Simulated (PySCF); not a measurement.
Job file and geometry (Å, from PBE0-D3(BJ)/def2-SVP) of a spin–spin coupling run on [Cu(AsH3)4]+ ([AsH3]->[Cu+](<-[AsH3])(<-[AsH3])<-[AsH3], [As4CuH12]+), PySCF, PBE/pcJ-1 As:pcSseg-1 Cu:pcSseg-1 indirect spin-spin coupling, non-relativistic, gas phase; density fitting, a coarse starting grid and PySCF grid level 2 are the driver's defaults:

```
$ OMP_NUM_THREADS=1 python probes_run.py task.json out

{"job": {"kind": "j", "xc": "PBE", "basis": "pcJ-1"}, "charge": 1, "multiplicity": 1}
Cu     0.004185     0.012463     0.045609
As    -0.238936    -0.103812     2.434507
H     -1.618994    -0.182028     3.043078
H      0.293440     0.999182     3.317768
H      0.366430    -1.261444     3.192468
As     2.332290    -0.006468    -0.573843
H      3.220436    -1.174198    -0.215698
H      3.246351     1.085259    -0.069981
H      2.718476     0.083186    -2.031669
As    -1.013378     2.003559    -0.849024
H     -2.444756     2.346572    -0.510116
H     -1.131638     2.164625    -2.346095
H     -0.421757     3.362789    -0.559537
As    -1.077959    -1.886288    -0.965251
H     -0.659487    -3.289324    -0.594017
H     -1.037227    -2.068625    -2.464126
H     -2.566005    -2.086047    -0.793832
```

**Question.** Write the output of this run.

**Answer.** 
```
coarse grid: 66432 points
cycle   1  E = -10570.8933683138  dE =  1.394e+01  |g| = 1.221e+01  |ddm| = 6.695e+00
cycle   2  E = -10469.6734889755  dE =  1.012e+02  |g| = 2.826e+01  |ddm| = 2.768e+01
cycle   3  E = -10573.4200982326  dE = -1.037e+02  |g| = 1.242e+01  |ddm| = 1.934e+01
cycle   4  E = -10586.4730665543  dE = -1.305e+01  |g| = 3.696e+00  |ddm| = 8.482e+00
cycle   5  E = -10553.4238873359  dE =  3.305e+01  |g| = 1.042e+01  |ddm| = 1.825e+01
cycle   6  E = -10576.3951593618  dE = -2.297e+01  |g| = 1.088e+01  |ddm| = 1.577e+01
cycle   7  E = -10573.9698037769  dE =  2.425e+00  |g| = 1.160e+01  |ddm| = 6.118e-01
cycle   8  E = -10588.2521597467  dE = -1.428e+01  |g| = 1.131e+00  |ddm| = 6.396e+00
cycle   9  E = -10588.3301142382  dE = -7.795e-02  |g| = 4.062e-01  |ddm| = 6.970e-01
cycle  10  E = -10588.3658425664  dE = -3.573e-02  |g| = 9.252e-02  |ddm| = 4.868e-01
cycle  11  E = -10588.3668621237  dE = -1.020e-03  |g| = 4.230e-02  |ddm| = 7.940e-02
cycle  12  E = -10588.3671246089  dE = -2.625e-04  |g| = 1.140e-02  |ddm| = 2.687e-02
cycle  13  E = -10588.3671379579  dE = -1.335e-05  |g| = 2.927e-03  |ddm| = 7.756e-03
cycle  14  E = -10588.3671387862  dE = -8.283e-07  |g| = 1.685e-03  |ddm| = 1.934e-03
final grid: 129800 points
cycle  15  E = -10588.3670292324  dE =  6.721e-06  |g| = 8.843e-03  |ddm| = 4.933e-03
cycle  16  E = -10588.3668501518  dE =  1.791e-04  |g| = 4.559e-02  |ddm| = 2.256e-02
cycle  17  E = -10588.3670363407  dE = -1.862e-04  |g| = 6.573e-04  |ddm| = 1.864e-02
cycle  18  E = -10588.3670364292  dE = -8.850e-08  |g| = 8.938e-05  |ddm| = 6.524e-04
cycle  19  E = -10588.3670364302  dE = -9.568e-10  |g| = 1.065e-05  |ddm| = 6.076e-05
converged SCF energy = -10588.3670364302

Indirect spin-spin couplings (Hz)
  i      j    bonds     total        FC       PSO       DSO        SD
  2 H    3 H    2     -9.235    -8.104     0.773    -1.904         -
  2 H    4 H    2     -9.296    -8.171     0.769    -1.894         -
  2 H    6 H    4     -1.536    -0.278     0.656    -1.915         -
  2 H    7 H    4     -1.693    -0.397     0.674    -1.969         -
  2 H    8 H    4      3.418     4.904     0.840    -2.327         -
  2 H   10 H    4      0.480    -0.019    -0.233     0.732         -
  2 H   11 H    4     -1.460    -0.252     0.636    -1.844         -
  2 H   12 H    4     -0.548     0.073     0.329    -0.951         -
  2 H   14 H    4     -0.165     0.167     0.181    -0.514         -
  2 H   15 H    4     -1.746    -0.451     0.666    -1.962         -
  2 H   16 H    4      0.486    -0.041    -0.248     0.774         -
  3 H    4 H    2     -9.191    -8.054     0.776    -1.913         -
  3 H    6 H    4     -0.395     0.111     0.269    -0.776         -
  3 H    7 H    4      0.384    -0.046    -0.198     0.628         -
  3 H    8 H    4     -1.528    -0.255     0.665    -1.939         -
  3 H   11 H    4     -1.696    -0.376     0.686    -2.006         -
  3 H   12 H    4      0.278    -0.057    -0.148     0.483         -
  3 H   14 H    4     -1.721    -0.416     0.671    -1.975         -
  3 H   15 H    4      3.808     5.318     0.845    -2.354         -
  3 H   16 H    4     -1.607    -0.341     0.655    -1.921         -
  4 H    6 H    4      0.441    -0.042    -0.225     0.707         -
  4 H    7 H    4     -0.204     0.173     0.205    -0.582         -
  4 H    8 H    4     -1.688    -0.406     0.665    -1.946         -
  4 H   10 H    4     -1.745    -0.462     0.664    -1.947         -
  4 H   11 H    4      3.198     4.673     0.837    -2.312         -
  4 H   12 H    4     -1.365    -0.099     0.669    -1.935         -
  4 H   14 H    4      0.442    -0.054    -0.232     0.727         -
  4 H   15 H    4     -1.603    -0.329     0.661    -1.935         -
  4 H   16 H    4     -0.373     0.122     0.263    -0.758         -
  6 H    7 H    2     -9.286    -8.164     0.771    -1.892         -
  6 H    8 H    2     -9.178    -8.058     0.770    -1.890         -
  6 H   10 H    4      3.988     5.509     0.846    -2.368         -
  6 H   11 H    4     -1.516    -0.249     0.657    -1.924         -
  6 H   12 H    4     -1.838    -0.528     0.666    -1.976         -
  6 H   14 H    4      0.423    -0.043    -0.218     0.684         -
  6 H   15 H    4     -0.206     0.160     0.196    -0.563         -
  6 H   16 H    4     -1.699    -0.388     0.674    -1.986         -
  7 H    8 H    2     -9.347    -8.231     0.766    -1.882         -
  7 H   10 H    4     -1.592    -0.348     0.644    -1.888         -
  7 H   11 H    4     -0.473     0.091     0.296    -0.860         -
  7 H   12 H    4      0.545    -0.012    -0.264     0.821         -
  7 H   14 H    4     -1.640    -0.347     0.669    -1.962         -
  7 H   15 H    4     -1.730    -0.438     0.663    -1.955         -
  7 H   16 H    4      3.842     5.356     0.848    -2.362         -
  8 H   10 H    4     -1.803    -0.479     0.676    -2.000         -
  8 H   11 H    4      0.440    -0.073    -0.242     0.754         -
  8 H   14 H    4     -0.348     0.128     0.252    -0.728         -
  8 H   15 H    4      0.512    -0.047    -0.266     0.825         -
  8 H   16 H    4     -1.647    -0.378     0.655    -1.924         -
 10 H   11 H    2     -9.277    -8.164     0.766    -1.878         -
 10 H   12 H    2     -9.279    -8.157     0.771    -1.893         -
 10 H   14 H    4     -1.511    -0.211     0.673    -1.973         -
 10 H   15 H    4     -0.473     0.082     0.289    -0.843         -
 10 H   16 H    4      0.370    -0.070    -0.204     0.644         -
 11 H   12 H    2     -9.246    -8.126     0.769    -1.889         -
 11 H   14 H    4     -1.873    -0.575     0.657    -1.956         -
 11 H   15 H    4      0.635    -0.032    -0.322     0.990         -
 12 H   14 H    4      4.128     5.658     0.849    -2.379         -
 12 H   15 H    4     -1.594    -0.366     0.631    -1.859         -
 12 H   16 H    4     -1.834    -0.488     0.687    -2.034         -
 14 H   15 H    2     -9.242    -8.127     0.767    -1.882         -
 14 H   16 H    2     -9.392    -8.295     0.761    -1.857         -
 15 H   16 H    2     -9.306    -8.205     0.761    -1.862         -
```

Size and cost of the density-fitted run: 329 basis functions, 2.1 min wall time on 1 thread of an Arm Neoverse V1, shared host; peak memory 1.7 GiB.
